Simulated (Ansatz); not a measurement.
Saddle point of SiHBrF2, singlet (SiHBrF₂ ([F][SiH]([F])[Br]) → SiF₂ + HBr; bonds formed: Br2–H3; bonds broken: Si1–Br2, Si1–H3), PBE0-D4/def2-TZVP structure:

```
5
angstrom
Si -0.6765 0.1274 0.0884
Br 1.7934 -0.3782 -0.8711
H 0.1213 -0.1034 -1.2998
F -0.3958 1.4148 0.9633
F -0.8423 -1.0606 1.1193
```

Energies are electronic, without zero-point energy. Barriers and step energies count from the start structure reached by relaxing down the imaginary mode; all methods use the PBE0-D4 structures, on which another method's saddle can fall below an end. Program: Ansatz 0.2.0. Basis: def2-TZVPP, with def2-QZVPP for the basis limit. Cores are frozen in the correlated methods. Filled d shells of the heavier atoms are correlated. The def2 sets are not built for correlating such inner shells, so the correlated values are less sure here. B3LYP uses VWN-RPA correlation. Extrapolation: Hartree–Fock as exp(−7.88 √X), correlation as X^−2.97.

```json
{"method": "SPW92", "barrier (kJ/mol)": "242.3", "step energy (kJ/mol)": "224.0"}
{"method": "PBE-D4", "barrier (kJ/mol)": "246.5", "step energy (kJ/mol)": "211.5"}
{"method": "BLYP-D4", "barrier (kJ/mol)": "245.5", "step energy (kJ/mol)": "196.9"}
{"method": "r2SCAN-D4", "barrier (kJ/mol)": "277.4", "step energy (kJ/mol)": "243.8"}
{"method": "B97M-V", "barrier (kJ/mol)": "?", "step energy (kJ/mol)": "228.8"}
{"method": "PBE0-D4", "barrier (kJ/mol)": "?", "step energy (kJ/mol)": "232.3"}
{"method": "B3LYP-D4", "barrier (kJ/mol)": "275.9", "step energy (kJ/mol)": "215.7"}
{"method": "r2SCAN0-D4", "barrier (kJ/mol)": "?", "step energy (kJ/mol)": "251.9"}
{"method": "BHLYP-D4", "barrier (kJ/mol)": "317.2", "step energy (kJ/mol)": "237.6"}
{"method": "CAM-B3LYP-D4", "barrier (kJ/mol)": "299.5", "step energy (kJ/mol)": "223.5"}
{"method": "wB97X-V", "barrier (kJ/mol)": "314.7", "step energy (kJ/mol)": "233.9"}
{"method": "wB97M-V", "barrier (kJ/mol)": "300.6", "step energy (kJ/mol)": "216.7"}
{"method": "B2PLYP", "barrier (kJ/mol)": "292.5", "step energy (kJ/mol)": "225.9"}
{"method": "PBE-QIDH", "barrier (kJ/mol)": "313.4", "step energy (kJ/mol)": "249.4"}
{"method": "RPA on PBE", "barrier (kJ/mol)": "290.3", "step energy (kJ/mol)": "211.9"}
{"method": "HF", "barrier (kJ/mol)": "371.9", "step energy (kJ/mol)": "249.6"}
{"method": "MP2", "barrier (kJ/mol)": "312.3", "step energy (kJ/mol)": "243.4"}
{"method": "CCSD", "barrier (kJ/mol)": "317.4", "step energy (kJ/mol)": "228.7"}
{"method": "CCSD(T)", "barrier (kJ/mol)": "303.2", "step energy (kJ/mol)": "226.7"}
```

Q: Fill in the withheld barriers. (To be estimated.)

A: By the calculation: B97M-V 281.5; PBE0-D4 283.0; r2SCAN0-D4 301.1 kJ/mol. Each is the energy of the saddle less that of the start structure, by the same method.

For comparison, the barrier by CCSD(T) at an estimated basis limit (MP2 extrapolated from triple and quadruple zeta, plus CCSD(T) − MP2 in triple zeta) is 303.5 kJ/mol.

The T1 diagnostic stays at or below 0.013. The restricted Hartree–Fock reference is unstable towards an unrestricted one at one or more of these structures.

Losses and insertions of silylenes and their heavier kin drive the gas-phase chemistry of silicon and germanium vapour deposition.

Labels in which every atom is bracketed show which atoms are joined, not bond orders.

For scale, one of the runs: CCSD(T)/def2-TZVPP, 166 basis functions, launched by `ansatz run in.yaml --threads 4 --pin off --events-out ev --progress --plain --max-ram 9574MiB`. Hardware: 4 CPU threads of an Arm Neoverse V1, shared host. Wall time 39 s; peak host memory 1.4 GiB.
